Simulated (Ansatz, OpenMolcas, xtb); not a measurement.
## Ligand exchange: HBr + NaSH → H2S + NaBr

Species: HBr (hydrogen bromide), singlet; NaSH `[Na][SH]`, singlet; H2S (hydrogen sulfide) `S`, singlet; NaBr, singlet. The partners trade Br for SH: H–Br and Na–SH bonds give way to H–SH and Na–Br.

Shapes, held fixed at every level: PBE0-D4/def2-TZVP. Programs: Ansatz 0.2.0, OpenMolcas 26.06, xtb 6.7.1. A level may come from different programs for different species; with the same settings they agree closely. The zero-point and thermal change to 298 K, harmonic and unscaled (PBE0-D4/def2-TZVP), is +4.6 kJ/mol.

(1) Estimate ΔH(298 K) of this reaction.

Answers

(1) The highest level, CCSD(T)/def2-TZVPP, gives ΔH(298 K) = -95.4 kJ/mol; the levels span -109.8 to -95.2. The column of differences is taken from that level and isn't an error. No measured value is set beside it here. Relativity is left out for Br unless named. Correlated rows may include outer-core shells of Br, Na, which these sets cover unevenly.

```csv
level,kind,ΔH(298 K) (kJ/mol),less CCSD(T)/def2-TZVPP
GFN2-xTB,semi-empirical,-109.8,-14.4
r2SCAN-D4/def2-TZVPP,meta-GGA,-98.0,-2.6
B3LYP/6-31G* (spherical functions),global hybrid,-99.0,-3.6
B3LYP-D4/def2-TZVPP,global hybrid,-95.2,+0.2
PBE0-D4/def2-TZVPP,global hybrid,-95.5,-0.1
B2PLYP/def2-TZVPP,double hybrid,-97.3,-1.9
MP2/def2-SVP,perturbation theory,-107.7,-12.3
CCSD(T)/def2-SVP,coupled cluster or CI,-105.0,-9.6
CCSD(T)/def2-TZVPP,coupled cluster or CI,-95.4,0.0
```
